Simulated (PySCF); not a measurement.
A structure optimised at PBE-D3(BJ)/def2-SVP, used in a PySCF frequency run:

```xyz
4

Sc     0.0000     0.0000     0.0000
F     -1.8323     0.0000     0.0000
F      0.9162     1.5868     0.0000
F      0.9162    -1.5868     0.0000
```
Charge 0, spin multiplicity 1.

Question: Write its SMILES, formula and point group.

Answer: [F][Sc]([F])[F], F3Sc, D3h

Question: What are its rotational constants (standard atomic weights)?

Answer: 5.2822, 5.2822, 2.6411 GHz
